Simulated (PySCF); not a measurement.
## Ga³⁺ (gallium, charge +3): UHF calculation

Configuration: [Ar] 3d10, closed-shell 1S. Computed with PySCF 2.14 in def2-TZVPPD (7s5p5d1f, 54 functions), with the non-relativistic Hamiltonian (point nucleus).

- Total energy: -1921.269496 hartree
- One-electron energy: -2647.9888 hartree
- Hartree (Coulomb) energy: 799.6459 hartree
- Exchange energy: -72.9266 hartree
- Kinetic energy: 1921.24162 hartree
- ⟨S²⟩: 0.0000
- ⟨L²⟩: 0.000
- Sum of ⟨r⟩: 14.85 bohr
- Sum of ⟨r²⟩: 12.27 bohr²
- Density at the nucleus (Gaussians lack the cusp): 19800 bohr⁻³
- Langevin diamagnetic susceptibility: -9.72 ×10⁻⁶ cm³/mol

```csv
shell,electrons,mean orbital energy (hartree),"rms radius, mean of both spins (bohr)"
1s,2,-380.04693,0.0572
2s,2,-49.37661,0.240
2p,6,-43.70803,0.212
3s,2,-7.59965,0.710
3p,6,-5.69742,0.741
3d,10,-2.40706,0.871
```
